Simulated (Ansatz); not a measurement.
Ideal-gas functions of `[NH2][Ta](=[O])([Cl])[Cl]` at 298.15 K and 1 bar, from an Ansatz frequency run at PBE0-D4/def2-TZVP.

Molar mass 283.88 g/mol, point group Cs (symmetry number 1), electronic degeneracy 1, moments of inertia 221.438, 328.394, 412.386 u Å². Harmonic wavenumbers (cm⁻¹, unscaled): 105, 136, 154, 200, 239, 389, 390, 434, 539, 615, 709, 1026, 1546, 3567, 3670.

Use S(trans) = R[1.5 ln M + 2.5 ln T − 1.1517]; rotational temperatures θ = 24.2544 K / I; S(rot) = R[ln(√π/σ · √(T³/θAθBθC)) + 1.5]; for each mode x = 1.438777 ν̃/T, S = R[x/(eˣ − 1) − ln(1 − e⁻ˣ)] and H = RT x/(eˣ − 1); 1 cm⁻¹ = 0.0119627 kJ/mol; R = 8.31446 J/(mol·K).

**Question.** By hand: the entropy, in J/(mol·K).

**Answer.** Translation 179.3. Rotation: θ = 0.1095, 0.0739, 0.0588 K, giving 120.1. Vibration, mode by mode: 14.06, 11.96, 10.97, 8.92, 7.57, 4.20, 4.18, 3.54, 2.37, 1.78, 1.24, 0.35, 0.04, 0.00, 0.00, in all 71.2. Electronic 0.0. Sum 370.6 J/(mol·K).

**Question.** By hand: H − E and G − E in kJ/mol, counted from the electronic energy.

**Answer.** Zero-point energy ½ × 13719 × 0.0119627 = 82.1; thermal vibration 11.8; translation, rotation and pV give 4 RT = 9.9. H − E = 103.8 kJ/mol, and G − E = 103.8 − 298.15 × 370.6/1000 = -6.7 kJ/mol.

Vibration gives 19 % of the entropy, 26.0 J/(mol·K) of it from the modes under 150 cm⁻¹: soft modes count most, and the harmonic formula is weakest for them. The sum counts one conformer and one mirror image; others add a mixing term.
